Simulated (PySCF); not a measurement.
## How methods differ on the ionisation energy of Cl²⁺

Cl²⁺ [Ne] 3s2 3p3 (4S) → Cl³⁺ [Ne] 3s2 3p2 (3P), as a difference of total energies. Computed with PySCF 2.14 in aug-cc-pV(Q+d)Z, with the non-relativistic Hamiltonian (point nucleus). Correlated levels: valence: [Ne] frozen. The calculations carry no spin-orbit coupling.

| method | ionisation energy (eV) |
| --- | --- |
| UHF | 38.964 |
| MP2 (valence) | 39.664 |
| SCS-MP2 (valence) | 39.463 |
| CCSD (valence) | 39.582 |
| CCSD(T) (valence) | 39.625 |

How much does correlation contribute at CCSD(T) (valence)?

39.625 − (38.964) = 0.661 eV, measured against UHF.

A first-order spin-orbit estimate (lowest level to lowest level, LS coupling) adds -0.099 eV.

Errors of the correlated levels include the incompleteness of this basis and the frozen core.

For comparison: 39.8 ± 0.11 eV (semi-empirical (NIST evaluation); NIST Atomic Spectra Database, ionization energies).
